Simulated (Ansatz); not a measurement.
Geometry optimisation of Ge(vinyl)(OEt)3 (C8H18GeO3).

```yaml
crystal:
  periodic: [false, false, false]
  atoms:
    - {symbol: Ge, position_ang: [0.302140, 0.173620, 0.821160]}
    - {symbol: C, position_ang: [-0.381360, 0.028600, 2.657520]}
    - {symbol: C, position_ang: [-1.049750, -1.014180, 3.112520]}
    - {symbol: H, position_ang: [-0.170660, 0.876850, 3.293570]}
    - {symbol: H, position_ang: [-1.250870, -1.862720, 2.480640]}
    - {symbol: H, position_ang: [-1.407860, -1.063730, 4.130390]}
    - {symbol: O, position_ang: [1.975370, 0.681230, 0.920470]}
    - {symbol: C, position_ang: [2.704220, 1.506150, 0.030200]}
    - {symbol: C, position_ang: [3.065100, 0.792040, -1.263520]}
    - {symbol: H, position_ang: [2.133080, 2.411400, -0.197010]}
    - {symbol: H, position_ang: [3.612750, 1.785760, 0.575740]}
    - {symbol: H, position_ang: [3.692590, 1.431960, -1.879090]}
    - {symbol: H, position_ang: [3.598230, -0.129910, -1.043800]}
    - {symbol: H, position_ang: [2.155240, 0.550260, -1.809860]}
    - {symbol: O, position_ang: [-0.429900, 1.369350, -0.292810]}
    - {symbol: C, position_ang: [-1.779990, 1.385860, -0.701070]}
    - {symbol: C, position_ang: [-2.704620, 1.951140, 0.367420]}
    - {symbol: H, position_ang: [-1.808550, 2.019890, -1.595350]}
    - {symbol: H, position_ang: [-2.113370, 0.378500, -0.979040]}
    - {symbol: H, position_ang: [-3.721340, 2.008560, -0.013700]}
    - {symbol: H, position_ang: [-2.685820, 1.309530, 1.247250]}
    - {symbol: H, position_ang: [-2.372850, 2.945730, 0.655120]}
    - {symbol: O, position_ang: [0.056690, -1.439140, 0.131430]}
    - {symbol: C, position_ang: [0.289120, -1.859050, -1.199110]}
    - {symbol: C, position_ang: [-0.617770, -3.042890, -1.505060]}
    - {symbol: H, position_ang: [0.088570, -1.044430, -1.907350]}
    - {symbol: H, position_ang: [1.339690, -2.154710, -1.307290]}
    - {symbol: H, position_ang: [-0.436100, -3.398000, -2.516180]}
    - {symbol: H, position_ang: [-0.421300, -3.847890, -0.801910]}
    - {symbol: H, position_ang: [-1.660710, -2.749780, -1.411290]}
basis:
  gaussian: {orbitals: def2-SVP}
hamiltonian: {xc: r2scan, dispersion: d4}
scf: {lower_state_search: "off"}
output: {orbitals: {seedname: orbitals}}
relax: {f_tol: 0.03, max_steps: 70}
```

```sh
$ ansatz run in.yaml --threads 4 --pin off --events-out ev --progress --plain --max-ram 6963MiB
```

Output, abridged:

```
Functional definition: r2SCAN
mean field -71223.31770680 eV, -2617.4086488262 hartree, gradient 5.5e-6 eV, S^2 0.000000; 0 other end points of the search recorded, 0 dependent functions left out
relax step   1: F+E_penalty+E_count = -71223.55415513 eV  Δ(F+E_penalty+E_count) = +0.000e0 eV  max|allowed force component| = 1.372e0 eV/Å  Δτ_max = 0.0000 Å  (22 SCF iters, accepted)
mean field -71223.43344079 eV, -2617.4129019720 hartree, gradient 2.8e-6 eV, S^2 0.000000; 0 other end points of the search recorded, 0 dependent functions left out
relax step   2: F+E_penalty+E_count = -71223.67194536 eV  Δ(F+E_penalty+E_count) = -1.178e-1 eV  max|allowed force component| = 4.119e-1 eV/Å  Δτ_max = 0.0580 Å  (21 SCF iters, accepted)
mean field -71223.45343003 eV, -2617.4136365630 hartree, gradient 3.0e-6 eV, S^2 0.000000; 0 other end points of the search recorded, 0 dependent functions left out
relax step   3: F+E_penalty+E_count = -71223.69411836 eV  Δ(F+E_penalty+E_count) = -2.217e-2 eV  max|allowed force component| = 1.502e-1 eV/Å  Δτ_max = 0.0877 Å  (20 SCF iters, accepted)
mean field -71223.45242713 eV, -2617.4135997070 hartree, gradient 1.5e-6 eV, S^2 0.000000; 0 other end points of the search recorded, 0 dependent functions left out
relax step   4: F+E_penalty+E_count = -71223.69366369 eV  Δ(F+E_penalty+E_count) = +4.547e-4 eV  max|allowed force component| = 2.223e-1 eV/Å  Δτ_max = 0.0773 Å  (21 SCF iters, rejected (line search))
mean field -71223.46036513 eV, -2617.4138914233 hartree, gradient 3.1e-6 eV, S^2 0.000000; 0 other end points of the search recorded, 0 dependent functions left out
relax step   5: F+E_penalty+E_count = -71223.70124234 eV  Δ(F+E_penalty+E_count) = -7.124e-3 eV  max|allowed force component| = 5.239e-2 eV/Å  Δτ_max = 0.0376 Å  (21 SCF iters, accepted)
mean field -71223.46255470 eV, -2617.4139718884 hartree, gradient 1.4e-6 eV, S^2 0.000000; 0 other end points of the search recorded, 0 dependent functions left out
relax step   6: F+E_penalty+E_count = -71223.70379260 eV  Δ(F+E_penalty+E_count) = -2.550e-3 eV  max|allowed force component| = 7.616e-2 eV/Å  Δτ_max = 0.1000 Å  (21 SCF iters, accepted)
mean field -71223.46484231 eV, -2617.4140559566 hartree, gradient 2.8e-6 eV, S^2 0.000000; 0 other end points of the search recorded, 0 dependent functions left out
relax step   7: F+E_penalty+E_count = -71223.70594166 eV  Δ(F+E_penalty+E_count) = -2.149e-3 eV  max|allowed force component| = 5.121e-2 eV/Å  Δτ_max = 0.0438 Å  (20 SCF iters, accepted)
mean field -71223.46663795 eV, -2617.4141219449 hartree, gradient 2.8e-6 eV, S^2 0.000000; 0 other end points of the search recorded, 0 dependent functions left out
relax step   8: F+E_penalty+E_count = -71223.70735620 eV  Δ(F+E_penalty+E_count) = -1.415e-3 eV  max|allowed force component| = 6.332e-2 eV/Å  Δτ_max = 0.0666 Å  (20 SCF iters, accepted)
mean field -71223.46793334 eV, -2617.4141695497 hartree, gradient 2.9e-6 eV, S^2 0.000000; 0 other end points of the search recorded, 0 dependent functions left out
relax step   9: F+E_penalty+E_count = -71223.70842871 eV  Δ(F+E_penalty+E_count) = -1.073e-3 eV  max|allowed force component| = 7.326e-2 eV/Å  Δτ_max = 0.0478 Å  (20 SCF iters, accepted)
mean field -71223.46968485 eV, -2617.4142339167 hartree, gradient 3.0e-6 eV, S^2 0.000000; 0 other end points of the search recorded, 0 dependent functions left out
relax step  10: F+E_penalty+E_count = -71223.70985166 eV  Δ(F+E_penalty+E_count) = -1.423e-3 eV  max|allowed force component| = 5.547e-2 eV/Å  Δτ_max = 0.0710 Å  (20 SCF iters, accepted)
mean field -71223.47090954 eV, -2617.4142789232 hartree, gradient 3.0e-6 eV, S^2 0.000000; 0 other end points of the search recorded, 0 dependent functions left out
relax step  11: F+E_penalty+E_count = -71223.71079959 eV  Δ(F+E_penalty+E_count) = -9.479e-4 eV  max|allowed force component| = 6.738e-2 eV/Å  Δτ_max = 0.0696 Å  (20 SCF iters, accepted)
mean field -71223.47168555 eV, -2617.4143074409 hartree, gradient 1.4e-6 eV, S^2 0.000000; 0 other end points of the search recorded, 0 dependent functions left out
relax step  12: F+E_penalty+E_count = -71223.71139233 eV  Δ(F+E_penalty+E_count) = -5.927e-4 eV  max|allowed force component| = 8.059e-2 eV/Å  Δτ_max = 0.0573 Å  (21 SCF iters, accepted)
mean field -71223.47200090 eV, -2617.4143190297 hartree, gradient 1.4e-6 eV, S^2 0.000000; 0 other end points of the search recorded, 0 dependent functions left out
relax step  13: F+E_penalty+E_count = -71223.71153147 eV  Δ(F+E_penalty+E_count) = -1.391e-4 eV  max|allowed force component| = 8.587e-2 eV/Å  Δτ_max = 0.0616 Å  (21 SCF iters, accepted)
mean field -71223.47272784 eV, -2617.4143457442 hartree, gradient 1.4e-6 eV, S^2 0.000000; 0 other end points of the search recorded, 0 dependent functions left out
relax step  14: F+E_penalty+E_count = -71223.71223320 eV  Δ(F+E_penalty+E_count) = -7.017e-4 eV  max|allowed force component| = 6.208e-2 eV/Å  Δτ_max = 0.0361 Å  (22 SCF iters, accepted)
mean field -71223.47317890 eV, -2617.4143623205 hartree, gradient 1.4e-6 eV, S^2 0.000000; 0 other end points of the search recorded, 0 dependent functions left out
relax step  15: F+E_penalty+E_count = -71223.71271914 eV  Δ(F+E_penalty+E_count) = -4.859e-4 eV  max|allowed force component| = 3.633e-2 eV/Å  Δτ_max = 0.0089 Å  (23 SCF iters, accepted)
mean field -71223.47316603 eV, -2617.4143618477 hartree, gradient 1.5e-6 eV, S^2 0.000000; 0 other end points of the search recorded, 0 dependent functions left out
relax step  16: F+E_penalty+E_count = -71223.71267439 eV  Δ(F+E_penalty+E_count) = +4.476e-5 eV  max|allowed force component| = 6.766e-2 eV/Å  Δτ_max = 0.0367 Å  (22 SCF iters, rejected (line search))
mean field -71223.47348194 eV, -2617.4143734569 hartree, gradient 1.4e-6 eV, S^2 0.000000; 0 other end points of the search recorded, 0 dependent functions left out
relax step  17: F+E_penalty+E_count = -71223.71300750 eV  Δ(F+E_penalty+E_count) = -2.884e-4 eV  max|allowed force component| = 1.689e-2 eV/Å  Δτ_max = 0.0181 Å  (23 SCF iters, accepted)
mean field -71223.47373160 eV, -2617.4143826320 hartree, gradient 1.5e-6 eV, S^2 0.000000; 0 other end points of the search recorded, 0 dependent functions left out
relax step  18: F+E_penalty+E_count = -71223.71318481 eV  Δ(F+E_penalty+E_count) = -1.773e-4 eV  max|allowed force component| = 1.508e-2 eV/Å  Δτ_max = 0.0366 Å  (22 SCF iters, accepted)
mean field -71223.47395139 eV, -2617.4143907091 hartree, gradient 1.5e-6 eV, S^2 0.000000; 0 other end points of the search recorded, 0 dependent functions left out
relax step  19: F+E_penalty+E_count = -71223.71329230 eV  Δ(F+E_penalty+E_count) = -1.075e-4 eV  max|allowed force component| = 3.075e-2 eV/Å  Δτ_max = 0.0435 Å  (22 SCF iters, accepted)
mean field -71223.47406860 eV, -2617.4143950165 hartree, gradient 1.5e-6 eV, S^2 0.000000; 0 other end points of the search recorded, 0 dependent functions left out
relax step  20: F+E_penalty+E_count = -71223.71334795 eV  Δ(F+E_penalty+E_count) = -5.565e-5 eV  max|allowed force component| = 2.881e-2 eV/Å  Δτ_max = 0.0158 Å  (23 SCF iters, accepted)
mean field -71223.47438819 eV, -2617.4144067613 hartree, gradient 1.5e-6 eV, S^2 0.000000; 0 other end points of the search recorded, 0 dependent functions left out
relax step  21: F+E_penalty+E_count = -71223.71347819 eV  Δ(F+E_penalty+E_count) = -1.302e-4 eV  max|allowed force component| = 1.443e-2 eV/Å  Δτ_max = 0.0386 Å  (22 SCF iters, accepted)
Total energy: -71223.71349537 eV, -2617.4231937877 hartree
Atom 0 at     0.302337     0.058632     0.868254 Å, force     0.000753     0.001342    -0.000927 eV/Å
Atom 1 at    -0.463497    -0.006885     2.626375 Å, force     0.002389     0.004886    -0.001339 eV/Å
Atom 2 at    -1.201627    -1.051710     3.025429 Å, force    -0.005062    -0.004273     0.002660 eV/Å
Atom 3 at    -0.288906     0.839515     3.302419 Å, force     0.000133    -0.000411    -0.000494 eV/Å
Atom 4 at    -1.376749    -1.908330     2.365079 Å, force     0.001619    -0.000032     0.000905 eV/Å
Atom 5 at    -1.648104    -1.091872     4.026605 Å, force     0.002107    -0.000559    -0.000844 eV/Å
Atom 6 at     2.029318     0.417739     0.907383 Å, force     0.001038     0.001936    -0.009198 eV/Å
Atom 7 at     2.639737     1.391639     0.066215 Å, force    -0.003353     0.000514     0.006628 eV/Å
Atom 8 at     2.820001     0.899128    -1.356719 Å, force     0.002999    -0.001839    -0.002260 eV/Å
Atom 9 at     2.053544     2.329182     0.065977 Å, force     0.002098    -0.004705    -0.001054 eV/Å
Atom 10 at     3.620963     1.612198     0.521879 Å, force    -0.001426    -0.000576    -0.001631 eV/Å
Atom 11 at     3.374535     1.639197    -1.956703 Å, force    -0.001561    -0.001814     0.002938 eV/Å
Atom 12 at     3.380768    -0.049100    -1.371644 Å, force    -0.002035     0.004165     0.000489 eV/Å
Atom 13 at     1.840668     0.740776    -1.835656 Å, force     0.001124     0.000276     0.001746 eV/Å
Atom 14 at    -0.348324     1.296670    -0.237093 Å, force    -0.014428    -0.002778     0.000195 eV/Å
Atom 15 at    -1.736922     1.303040    -0.546522 Å, force     0.013715    -0.006225    -0.002082 eV/Å
Atom 16 at    -2.501408     2.260777     0.348031 Å, force    -0.001554     0.005608     0.002121 eV/Å
Atom 17 at    -1.831448     1.611574    -1.603785 Å, force    -0.000437     0.000124     0.006008 eV/Å
Atom 18 at    -2.164344     0.281749    -0.473917 Å, force     0.001489     0.009198    -0.000928 eV/Å
Atom 19 at    -3.562158     2.313055     0.053512 Å, force     0.002634    -0.001133    -0.000520 eV/Å
Atom 20 at    -2.454094     1.937805     1.400585 Å, force     0.000101     0.000177    -0.003781 eV/Å
Atom 21 at    -2.070557     3.271926     0.279423 Å, force    -0.001427    -0.006867    -0.000193 eV/Å
Atom 22 at    -0.063175    -1.536152     0.178284 Å, force    -0.001228     0.000454    -0.006105 eV/Å
Atom 23 at     0.278497    -1.855107    -1.163093 Å, force     0.005715     0.002871     0.001181 eV/Å
Atom 24 at    -0.361887    -3.177952    -1.524815 Å, force    -0.004697    -0.003151     0.003371 eV/Å
Atom 25 at    -0.067577    -1.059357    -1.853844 Å, force     0.001379    -0.003258     0.002760 eV/Å
Atom 26 at     1.379224    -1.919437    -1.271704 Å, force    -0.006362     0.001734     0.000801 eV/Å
Atom 27 at    -0.107200    -3.467257    -2.556559 Å, force     0.000107     0.001664     0.001563 eV/Å
Atom 28 at    -0.013632    -3.969462    -0.843341 Å, force    -0.001964     0.003268    -0.001876 eV/Å
Atom 29 at    -1.458013    -3.111982    -1.440068 Å, force     0.006132    -0.000594    -0.000133 eV/Å
Dipole moment:    -0.279859     0.081092    -0.085917 e Å
Checks for a lower state left out: stability, starts, cluster_reference, orbital_swaps, neighbouring_geometries, increment
```

It took 2.7 min on 4 threads of Arm Neoverse V2 on a shared host, peak host memory 0.58 GiB.
